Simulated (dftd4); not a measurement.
C2H8Si2, charge -1, doublet, at the geometry of the source list (a state made from the parent by changing its charge; the spin is typed, not shown lowest); D4 for wb97x in dftd4.

dftd4 was given this input:
```
$ dftd4 mol.xyz --func wb97x --charge -1 --json dftd4.json --noedisp

# file mol.xyz
12

C      0.25520000     0.36050000     1.25210000
Si     1.34730000    -0.24900000    -0.20320000
C     -0.25960000    -0.38980000    -1.24230000
Si    -1.34250000     0.28120000     0.19250000
H      0.50550000     1.34690000     1.63190000
H      0.25060000    -0.30470000     2.11220000
H      2.30460000     0.74140000    -0.69870000
H      2.03750000    -1.52020000     0.03680000
H     -0.27460000     0.21000000    -2.14790000
H     -0.50430000    -1.40500000    -1.54560000
H     -1.95990000     1.58210000    -0.07140000
H     -2.36000000    -0.65340000     0.68360000
```

What the program printed (banner, timings and long lists left out):

```
                    ____  _____ _____     ____  _  _
      -------------|  _ \|  ___|_   _|---|  _ \| || |------------
     |             | | | | |_    | | ___ | | | | || |_           |
     |             | |_| |  _|   | ||___|| |_| |__   _|          |
     |             |____/|_|     |_|     |____/   |_|            |
     |             ===================================           |
     |            E. Caldeweyher, S. Ehlert & S. Grimme          |
     |          Mulliken Center for Theoretical Chemistry        |
     |                    University of Bonn                     |
      -----------------------------------------------------------

Rational (Becke-Johnson) damping: wb97x-D4-ATM
---------------------
  s6         1.0000
  s8         0.5093
  s9         1.0000
  a1         0.0662
  a2         5.4487
 alp        16.0000
--------------------

Dispersion energy:      -3.0823844055331E-02 Eh

[Info] JSON dump of results written to 'dftd4.json'
```
